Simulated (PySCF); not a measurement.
C4H7NO, SMILES C=C/N=C/CO.

Geometry: ωB97X-D3(BJ)/def2-SVP. The structure was generated by enumeration; whether it is a known compound was not checked. The values are those of a single conformer.

Level of theory: SMD-ωB97X/6-31G* in PySCF.

Solvation free energies are E(SMD) − E(gas) at the gas-phase geometry, for 1 M in both phases. In vacuum the dipole moment is 1.09 D.

Q: Rank water, dichloromethane, tetrahydrofuran by solvation free energy, most negative first.

A: water (-7.5 kcal/mol), dichloromethane (-7.1 kcal/mol), tetrahydrofuran (-5.9 kcal/mol)
